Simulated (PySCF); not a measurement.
FGa, triplet, at a GFN2-xTB geometry (such geometries of metal compounds can be far from the true shape) (the spin is typed, not shown lowest). Base run: M062X/def2-SV(P) (PySCF).

PySCF was given this input:
```python
from pyscf import gto, scf, dft

mol = gto.Mole()
mol.atom = '''
    Ga   -0.00000000   -0.00000000   -0.43599882
    F     0.00000000    0.00000000    1.50177370
'''
mol.basis = 'def2-sv(p)'
mol.spin = 2
mol.verbose = 3
mol.build()

mf = dft.UKS(mol)
mf.xc = 'm062x'
mf.kernel()
mf.analyze()
```

Variants of this job, named by their change:

| change | ΔE vs base (mEh) | fitting functions | dipole (D) |
|---|---|---|---|
| base | 0.000 | - | 2.86 |
| auxbasis = even-tempered beta=1.6 | 0.025 | 638 | 2.86 |
| auxbasis = cc-pvtz-jkfit | -0.010 | 286 | 2.86 |
| auxbasis = cc-pvdz-jkfit | 260.3 | 241 | 2.85 |
| auxbasis = even-tempered beta=3.0 | -19.178 | 291 | 2.86 |
| auxbasis = cc-pvtz-ri | -6020.0 | 247 | 2.85 |
| auxbasis = even-tempered beta=2.0 | -0.024 | 441 | 2.86 |
| auxbasis = cc-pvqz-jkfit | -0.025 | 324 | 2.86 |
| auxbasis = def2-universal-jfit | 9635.8 | 107 | 2.84 |
| auxbasis = autoaux | 0.026 | 436 | 2.86 |

A fitting set is made for a task (jfit for Coulomb, jkfit for Coulomb and exchange, ri for correlation) and for a family of orbital bases.

Open shells are given as the SCF converged; they aren't shown to be the lowest states, and a large step between rows can be another state.
